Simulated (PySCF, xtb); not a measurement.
NO₂, SMILES N([O-])=O, charge -1.

GFN2-xTB (xtb) at its own geometry gives an orbital gap of 1.81 eV.

Geometry optimised at TPSSh-D3(BJ)/def2-TZVPD.

What does PBE0/def2-TZVPD in PySCF give? (An estimate is asked for; the answer gives what the named calculation found.)

gap 5.58 eV (levels -0.18 and 5.40 eV).
